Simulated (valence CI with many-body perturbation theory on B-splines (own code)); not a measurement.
Ladder of approximations for Eu XLII

Calculated by valence CI with perturbative core correlation (CI+MBPT): four valence electrons over a frozen Dirac-Fock core [Ar], a basis of 9 s, 9 p, 10 d, 8 f, 5 g, 3 h, 1 i functions for each j, with the one-electron correlation potential Σ1 (screened to all orders), the two-electron term Σ2, the three-electron term Σ3, Breit, model QED; selected single and double excitations, second order for the rest (own B-spline code, finite nucleus).

The last digits are not significant, and no measured levels were compared; by estimate large intervals hold to a few tenths of a per cent, small ones and those within an open d or f shell to about a per cent. Only levels of the ground parity were solved; by the run's estimate the other parity begins above the list, which can be wrong where configurations are misplaced.

Each rung adds one term. CI alone is the Dirac-Coulomb CI over the frozen core; QED comes last and gives the full result, which names the levels. Energies are above (3d3/2^4) J=0 on the same rung, in eV.

Levels are named by their leading jj configuration (3d3/2^4 stands for four electrons in 3d with j = 3/2), which in mixed levels can hold well under half, so a name can repeat and another be missing. Letters in brackets count levels of one name in rising energy.

```tsv
Level	CI alone	+ Σ1	+ Σ2	+ Σ3	+ Breit	Full
(3d3/2^3 3d5/2) J=1	26.56	26.72	27.13	27.26	26.32	26.42
(3d3/2^3 3d5/2) J=4	37.66	37.84	38.25	38.22	36.36	36.46
(3d3/2^3 3d5/2) J=2	37.58	37.77	38.02	38.15	36.72	36.83
(3d3/2^3 3d5/2) J=3	41.10	41.29	41.49	41.54	40.03	40.14
(3d3/2^2 3d5/2^2) J=0 [a]	60.87	61.21	61.70	61.69	60.00	60.18
(3d3/2^2 3d5/2^2) J=2 [a]	63.12	63.43	63.78	63.98	62.15	62.33
(3d3/2^2 3d5/2^2) J=4 [a]	63.67	64.01	64.80	64.90	62.27	62.46
(3d3/2^2 3d5/2^2) J=3 [a]	65.32	65.65	66.16	66.27	64.07	64.25
(3d3/2^2 3d5/2^2) J=5	69.38	69.71	70.51	70.57	67.53	67.72
(3d3/2^2 3d5/2^2) J=6	72.30	72.64	73.61	73.62	69.97	70.15
(3d3/2^2 3d5/2^2) J=1	71.74	72.09	72.24	72.39	70.33	70.52
(3d3/2^2 3d5/2^2) J=4 [b]	76.23	76.58	76.97	76.89	73.96	74.15
(3d3/2^2 3d5/2^2) J=3 [b]	76.42	76.76	76.78	76.83	74.38	74.56
(3d3/2^2 3d5/2^2) J=2 [b]	77.28	77.63	77.58	77.72	75.27	75.46
(3d3/2^2 3d5/2^2) J=2 [c]	86.73	87.09	87.02	87.14	85.07	85.27
(3d3/2^2 3d5/2^2) J=4 [c]	90.42	90.81	90.89	91.05	88.36	88.56
(3d3/2 3d5/2^3) J=3 [a]	99.69	100.19	100.83	100.88	97.91	98.18
(3d3/2 3d5/2^3) J=4 [a]	100.01	100.48	101.09	101.11	97.98	98.24
(3d3/2^2 3d5/2^2) J=2 [d]	100.30	100.68	100.10	100.27	98.12	98.32
(3d3/2 3d5/2^3) J=1 [a]	103.92	104.42	104.71	104.69	102.01	102.28
(3d3/2 3d5/2^3) J=5	104.80	105.32	106.16	106.19	102.23	102.51
(3d3/2 3d5/2^3) J=6	105.79	106.31	107.48	107.50	103.11	103.39
(3d3/2 3d5/2^3) J=0	107.42	107.86	107.57	107.63	105.25	105.49
(3d3/2 3d5/2^3) J=2 [a]	111.61	112.12	112.24	112.41	109.36	109.64
(3d3/2 3d5/2^3) J=3 [b]	113.62	114.13	114.26	114.29	110.92	111.19
(3d3/2^2 3d5/2^2) J=0 [b]	124.00	124.48	123.64	123.33	120.88	121.13
(3d3/2 3d5/2^3) J=3 [c]	125.07	125.60	125.48	125.60	122.51	122.79
(3d3/2 3d5/2^3) J=1 [b]	125.29	125.81	125.39	125.58	123.02	123.30
(3d3/2 3d5/2^3) J=4 [b]	126.38	126.90	126.98	127.06	123.64	123.92
(3d3/2 3d5/2^3) J=2 [b]	129.71	130.24	129.74	129.91	126.87	127.15
(3d5/2^4) J=4	140.48	141.15	141.94	141.90	137.76	138.13
```

How does the ionisation energy move along the ladder, and which term matters most?

CI alone 3160.4, + Σ1 3163.0, + Σ2 3171.4, + Σ3 3171.5, + Breit 3169.0, + QED 3169.2 eV. The largest step is Σ2, 8.4 eV. NIST lists 3168 ± 4 eV (theoretical).
